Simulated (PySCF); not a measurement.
# AlI⁻: input and log

State: ²Π (doublet), unpaired electrons π ↑.

An equivalent input (the run itself took its basis sets from the Basis Set Exchange, started from a PBE0 density and held the occupation σ 9α 9β, πx 4α 4β, πy 5α 4β, δx 1α 1β, δy 1α 1β):

```python
from pyscf import gto, dft
mol = gto.M(atom='Al 0 0 0; I 0 0 2.816', basis={'Al': 'def2-SVPD', 'I': 'def2-SVPD'}, ecp={'I': 'def2-SVPD'},
            charge=-1, spin=1, verbose=4, symmetry='C2v')
mf = dft.UKS(mol, xc='WB97X')
mf.grids.atom_grid = (80, 434)
mf.grids.prune = dft.gen_grid.treutler_prune
mf.irrep_nelec = {'A1': (10, 10), 'A2': (1, 1), 'B1': (4, 4), 'B2': (5, 4)}
mf.conv_tol = 1e-9
mf.max_cycle = 60
mf.diis_space = 10
mf.kernel()
```

The log (some set-up lines and the per-cycle HOMO/LUMO lines removed):

```
******** <class 'pyscf.dft.uks_symm.SymAdaptedUKS'> ********
method = SymAdaptedUKS
damping factor = 0
level_shift factor = 0
DIIS = <class 'pyscf.scf.diis.CDIIS'>
diis_start_cycle = 1
diis_space = 10
diis_damp = 0
SCF conv_tol = 1e-09
SCF conv_tol_grad = None
SCF max_cycles = 60
number electrons alpha = 20  beta = 19
    J.-D. Chai and M. Head-Gordon.,  J. Chem. Phys. 128, 084106 (2008)
Set gradient conv threshold to 3.16228e-05
init E= -540.143268525382
cycle= 1 E= -540.145010336497  delta_E= -0.00174  |g|= 0.00896  |ddm|= 0.141
cycle= 2 E= -540.14519762345  delta_E= -0.000187  |g|= 0.00343  |ddm|= 0.0534
cycle= 3 E= -540.14523135075  delta_E= -3.37e-05  |g|= 0.00148  |ddm|= 0.0305
cycle= 4 E= -540.145235390573  delta_E= -4.04e-06  |g|= 0.000366  |ddm|= 0.011
cycle= 5 E= -540.145235954982  delta_E= -5.64e-07  |g|= 0.000107  |ddm|= 0.00468
cycle= 6 E= -540.145235996785  delta_E= -4.18e-08  |g|= 3.78e-05  |ddm|= 0.00102
cycle= 7 E= -540.14523600129  delta_E= -4.51e-09  |g|= 1.54e-05  |ddm|= 0.000231
cycle= 8 E= -540.145236002302  delta_E= -1.01e-09  |g|= 6.4e-06  |ddm|= 0.00011
cycle= 9 E= -540.145236002541  delta_E= -2.39e-10  |g|= 2.08e-06  |ddm|= 6.82e-05
Extra cycle  E= -540.145236002556  delta_E= -1.47e-11  |g|= 1.32e-06  |ddm|= 8.14e-06
converged SCF energy = -540.145236002556  <S^2> = 0.75711784  2S+1 = 2.0071052
```

Repeating this along the bond gives Re = 2.819 Å and ωe = 186 cm⁻¹.

A point of this curve took 1.4 CPU seconds beside 0.3 for the integrals, on Arm Neoverse N1 (shared host).

Spin–orbit coupling is left out. The state is the lowest determinant that a PBE0 search found; another state may lie lower at other levels.
